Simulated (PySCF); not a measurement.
**Excitation energy of Pt by level of theory**

Pt [Xe] 4f14 5d9 6s1 (3D) → Pt [Xe] 4f14 5d9 6p1 (high-spin determinant), as a difference of total energies. Calculation: PySCF 2.14, in x2c-TZVPPall; scalar relativity by spin-free X2C-1e. Correlated levels: valence and next inner shell: [Kr] 4d10 4f14 frozen. The calculations carry no spin-orbit coupling.

```json
{"method": "UHF", "excitation energy (cm⁻¹)": "32642"}
{"method": "MP2 (valence and next inner shell)", "excitation energy (cm⁻¹)": "39382"}
{"method": "SCS-MP2 (valence and next inner shell)", "excitation energy (cm⁻¹)": "38453"}
{"method": "CCSD (valence and next inner shell)", "excitation energy (cm⁻¹)": "37102"}
{"method": "CCSD(T) (valence and next inner shell)", "excitation energy (cm⁻¹)": "36746"}
```

A first-order spin-orbit estimate (lowest level to lowest level, LS coupling) adds 0.149 eV.

The basis was made for the ground configuration and has no added diffuse functions, so the excitation energy can come out too high.

The determinant of the upper state mixes LS terms, which raises its energy above the lowest term, most at the Hartree-Fock and MP2 levels.
